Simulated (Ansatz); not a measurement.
Problem. Predict a relaxed structure of Zr₄⁻ (the lowest doublet isomer of a short search), charge -1, doublet, at PBE0-D4/def2-SVPD (Ansatz).

Solution. 
```xyz
4

Zr   -1.264   -0.199   -0.381
Zr   -0.417   -1.109    1.922
Zr    1.262    0.192    0.392
Zr    0.419    1.116   -1.933
```
Point group D2h (tolerance 0.1 Å). This is one stationary point.

In the def2 sets Zr takes a core potential; there is no spin–orbit coupling. The charge -1 doublet is spin-contaminated (final ⟨S²⟩ up to 1.75, 0.75 for a pure state). The structure comes from a short search, and lower isomers may exist.
